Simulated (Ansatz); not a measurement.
Geometry optimisation, UHF/def2-SVP (Ansatz).

The input (input.yaml):

```yaml
crystal:
  periodic: [false, false, false]
  atoms:
    - { symbol: W, position_ang: [-0.130108, -0.000475, -0.124767] }
    - { symbol: H, position_ang: [0.61384, 0.002744, 2.695262] }
    - { symbol: F, position_ang: [1.735253, -0.001144, 0.199698] }
    - { symbol: F, position_ang: [-0.124446, 1.778282, 0.291535] }
    - { symbol: Cl, position_ang: [-2.452374, -0.000219, -0.305836] }
    - { symbol: F, position_ang: [-0.125426, -1.779448, 0.290213] }
    - { symbol: F, position_ang: [0.104719, 0.00121, -1.942449] }
    - { symbol: F, position_ang: [-0.161457, -0.000951, 2.206344] }
magnetization:
  spin_polarized: true
  initial_magnetization: 1
basis:
  gaussian: { orbitals: def2-SVP }
hamiltonian:
  xc: hf
relax:
  f_tol: 0.03
  max_steps: 50
```

Launched with:

```bash
$ ansatz run input.yaml --threads 4 --pin off --max-ram 5120MiB --backend cpu --events-out ev --progress --plain --runs-dir out
```

Problem. Where does it end, and by what steps?

Solution. It converged. After 2 steps the energy has fallen by 0.004 eV; H2 moved furthest, 0.06 Å.

```json
{"step": "0", "energy less start (eV)": "0.0000", "largest force component (eV/Å)": "0.156", "accepted": "yes"}
{"step": "1", "energy less start (eV)": "-0.0027", "largest force component (eV/Å)": "0.099", "accepted": "yes"}
{"step": "2", "energy less start (eV)": "-0.0035", "largest force component (eV/Å)": "0.027", "accepted": "yes"}
```

```xyz
8
Properties=species:S:1:pos:R:3
W -0.134 0.000 -0.111
H 0.631 0.002 2.637
F 1.731 -0.001 0.220
F -0.127 1.779 0.302
Cl -2.454 0.000 -0.310
F -0.128 -1.780 0.301
F 0.112 0.001 -1.927
F -0.172 -0.001 2.199
```

Whether the end is a true minimum wasn't checked by a vibrational analysis.

Time of the run: 82 s on 4 threads of AMD EPYC 7571 (shared host), peak memory 0.49 GiB.
